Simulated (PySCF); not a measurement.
Al(Me)2(NCO) (C₃H₆AlNO), SMILES [CH3][Al]([CH3])[N]=C=O.

Coordinates come from a r2SCAN-D4/def2-SVP optimisation. The geometry has at least one imaginary mode, so it is a saddle point at that level. The structure was generated by enumeration; whether it is a known compound was not checked. One conformer was computed; it need not be the lowest.

Two levels are set side by side: TDA-PBE/def2-SVPD (PySCF) and TDA-ωB97X/def2-SVPD (PySCF). Vertical, same geometry. The lowest singlet is HOMO→LUMO 100 % with PBE and HOMO→LUMO 94 % with the other functional; states are paired by order. Differences are taken from unrounded values.

| quantity | TDA-ωB97X | TDA-PBE | TDA-PBE minus TDA-ωB97X |
|---|---|---|---|
| lowest singlet excitation (eV) | 5.92 | 4.94 | -0.97 |
| lowest triplet excitation (TDA) (eV) | 5.68 | 4.76 | -0.92 |
| first bright state (f over 0.05) (eV) | 7.09 | 5.76 | -1.33 |
| its oscillator strength | 0.07 | 0.05 | -0.01 |

A lower first singlet is the usual sign of a functional without exact exchange. Differences between two approximate levels are no errors against the true value.

Rough cost on one machine, each run with all the roots and properties that it gave: TDA-ωB97X against TDA-PBE about 5 times.
